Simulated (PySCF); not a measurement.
C₂H₅FN₂Si, SMILES F[C@H]1N=C[Si@H]1N.

Geometry: PBE-D3(BJ)/def2-SVP. The structure was generated by enumeration; whether it is a known compound was not checked. Other conformers were not sampled.

Two levels are set side by side: PBE/def2-TZVP (PySCF) and CAM-B3LYP/def2-TZVP (PySCF). Same geometry, gas phase. Differences are taken from unrounded values.

```
quantity                     CAM-B3LYP    PBE  PBE minus CAM-B3LYP
---------------------------  ---------  -----  -------------------
orbital gap (eV)                  8.49   3.41                -5.08
highest occupied level (eV)      -8.52  -5.73                 2.79
lowest empty level (eV)          -0.03  -2.32                -2.29
dipole moment (D)                 3.33   2.96                -0.37
mean polarisability (bohr³)       60.0   63.4                  3.4
```

Without exact exchange PBE keeps part of each electron's self-repulsion, which lifts occupied levels and narrows the gap. PBE's more diffuse valence density responds more strongly to a field. Differences between two approximate levels are no errors against the true value.

Rough cost on one machine, each run with all the roots and properties that it gave: CAM-B3LYP against PBE within a factor of 2.
